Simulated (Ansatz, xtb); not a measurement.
BF2H3N2: where a starting geometry ends

The starting geometry of this gas-phase singlet has its atoms placed at random.

```xyz
8

B    -0.0274    0.7722    0.4150
F     0.7308    2.0347   -0.8827
F    -0.0711    0.2250    1.8792
N     1.0490   -0.5911    0.8458
N     0.2078   -1.9068    0.3318
H    -0.8886   -2.1007    0.2805
H     0.6508   -0.1389   -0.5673
H    -0.4433   -0.6173    1.8248
```

One run relaxed it with r2SCAN-D4/def2-SVP. What is a likely outcome?

It ends as `NNB(F)F`. Distances that change by over a tenth: B1–F3 (1.56 → 1.33 Å). Contacts that open: F3–H8 (0.92 → 2.82 Å). Contacts that close: B1–F2 (1.96 → 1.33 Å), B1–N4 (1.79 → 1.40 Å), N4–N5 (1.64 → 1.41 Å), N4–H7 (1.54 → 1.01 Å), N5–H8 (2.08 → 1.02 Å).

The energy falls by 19.36 eV over 20 steps:

```
step  E − E(last) (eV)
   1            19.362
   3            11.101
   5             7.384
   7             5.942
   9             3.104
  12             0.367
  14             0.088
  16             0.026
  18             0.002
  20             0.000
```

Final geometry (Å):

```yaml
atoms:
  - { symbol: B, position_ang: [0.1801, 0.8296, 0.5043] }
  - { symbol: F, position_ang: [0.6154, 1.9128, -0.1363] }
  - { symbol: F, position_ang: [-0.5349, 0.9916, 1.6177] }
  - { symbol: N, position_ang: [0.4634, -0.4543, 0.0269] }
  - { symbol: N, position_ang: [0.0502, -1.6570, 0.6372] }
  - { symbol: H, position_ang: [-0.9692, -1.6681, 0.6941] }
  - { symbol: H, position_ang: [1.0099, -0.6013, -0.8154] }
  - { symbol: H, position_ang: [0.3932, -1.6763, 1.5987] }
```

From the same start GFN2-xTB ends elsewhere, in pieces: BFH2N2 + FH.

From so rough a start the end depends on the optimiser's path, so another program may land elsewhere. No frequencies were run, so the end isn't proven a minimum. Run with Ansatz 0.2.0, 25 s on 1 thread of AMD EPYC 9R45 96-Core Processor (Zen 5), with other jobs on the host.
